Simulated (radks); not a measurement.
The niobium ion Nb13+, [Ar] 3d10. Method: non-relativistic Kohn-Sham, LDA (Slater exchange, Perdew-Wang correlation), spin-polarised, spherical densities, point nucleus; computed with a radial shooting solver on a logarithmic mesh with Libxc functionals. Every spin shell is full or empty, so the densities are truly spherical. Functionals are evaluated on that one density, not self-consistently. Rank these orbital-free kinetic functionals by their error against the exact value of the orbitals, and give that value: Thomas-Fermi, TF + vW, TF + vW/9, TF + vW/5, LC94, APBEK, Perdew 92, PG1, DePristo-Kress.

Answer. Exact: 3692.39 hartree. From best to worst, with 100 (|E| - |E exact|)/|E exact| (equal figures are ties): DePristo-Kress -0.02, LC94 +0.11, APBEK +0.17, Perdew 92 -0.62, TF + vW/9 -0.63, TF + vW/5 +3.39, Thomas-Fermi -5.65, PG1 +16.91, TF + vW +39.54.
